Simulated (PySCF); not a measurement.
```xyz
4
charge 0 multiplicity 1, angstrom
Ge    0.0000    0.0000    0.1477
S     0.0000    0.0000    2.1572
Cl    1.6789    0.0000   -1.1431
Cl   -1.6789    0.0000   -1.1431
```

All numbers come from PySCF, PBE0, basis Ge def2-TZVP, S def2-TZVP, Cl def2-TZVP (no relativity, density fitting).

This geometry of GeSCl₂ is a stationary point at this level.

(1) What is the point group?

(2) Is it a minimum?

(3) What are the dipole moment and the gap between the highest occupied and lowest empty levels?

(4) Give the ideal-gas entropy at 298.15 K and 1 bar by parts.

(5) What is the atomisation energy, with and without zero-point energy?

Results:

(1) C2v.

(2) Yes: all harmonic wavenumbers are real.

(3) 1.37 D and 5.18 eV.

(4) translation 173.3, rotation 112.8, vibration 42.5, spin 0.0; total 328.6 J/(mol K).

(5) 1074 kJ/mol without, 1063 kJ/mol with.

Only a few start shapes were tried, so a lower isomer may exist.
